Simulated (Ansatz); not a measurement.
**Exact exchange and the HOMO–LUMO gap of Si2H4OF2**

Si2H4OF2 has 9 atoms, charge 0, and is taken as a singlet. SMILES: `O[SiH](F)[SiH2]F`. Geometry: relaxed at PBE0-D4/def2-TZVP. This is one conformer, not always the lowest.

The HOMO–LUMO gap y, in eV, basis def2-SVP; a is the functional's share of exact exchange. Programs: Ansatz 0.2.0.

| functional | program | a | y (eV) |
| --- | --- | --- | --- |
| r2SCAN | Ansatz | 0 | 5.83 |
| PBE | Ansatz | 0 | 5.20 |
| B3LYP | Ansatz | 0.2 | ? |
| r2SCAN0 | Ansatz | 0.25 | 7.79 |
| PBE0 | Ansatz | 0.25 | 7.41 |
| BHLYP | Ansatz | 0.5 | 9.63 |

Problem. Fit y = c + s·a to the known rows and predict B3LYP.

Solution. 
1. Means of the 5 rows: a = 0.2000, y = 7.172.
2. Σ(Δa)² = 0.175, Σ(Δa·Δy) = 1.443, so the slope is 1.443/0.175 = 8.2457.
3. Intercept: 7.172 − (8.2457) × 0.2000 = 5.523. The largest residual of the fit is 0.32.
4. B3LYP: 5.523 + (8.2457) × 0.2 = 7.17 eV.

The run gave 7.02 eV, so the prediction is off by +0.15 eV, within the largest residual. Exact exchange lowers occupied levels and raises empty ones. The rows mix families of semi-local functionals, which the line can't see.
